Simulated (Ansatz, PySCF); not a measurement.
Lewis adduct: AlH3 (SMILES [AlH3]) (first 4 atoms) with CHN (SMILES C#N); geometry from B3LYP-D3(BJ)/def2-TZVP, rigid monomers moved along the line of their centres of mass till Al1···N6 is 1.86 Å.
(charge 0, multiplicity 1):
```xyz
7

Al    -0.16157     0.36406     0.26280
H      1.25365     0.82434    -0.29958
H     -1.23650     1.48888     0.59490
H     -0.69082    -1.08215    -0.13618
C      0.68326    -0.25071     3.07160
N      0.36142    -0.01823     2.00282
H      0.98476    -0.46815     4.07260
```

Counterpoise-corrected where a basis set is named; no monomer relaxation.

Frozen-core correlation. CBS(a, b) extrapolates the correlation energy as X⁻³ and adds the Hartree–Fock energy of set b.

Run with Ansatz (Gaussian basis) for Hartree–Fock, density functionals and correlated methods; PySCF for the dispersion terms. 

The comparison value is -16.06 kcal/mol (CCSD(T)/CBS(aug-cc-pV(D+d)Z, aug-cc-pV(T+d)Z)). It is a level with limits of its own, not the exact answer.

### Question
Order these levels by how close they come to the comparison value for the interaction energy, closest first: r2SCAN/def2-TZVPPD, PBE-D4/def2-TZVPPD, B3LYP/def2-TZVPPD, PBE/def2-TZVPPD. Give each level's value less the comparison value.

### Answer
B3LYP/def2-TZVPPD (1.05 kcal/mol), PBE/def2-TZVPPD (-1.58 kcal/mol), PBE-D4/def2-TZVPPD (-2.82 kcal/mol), r2SCAN/def2-TZVPPD (-3.86 kcal/mol)

Ansatz is a quantum-chemistry and plane-wave program.
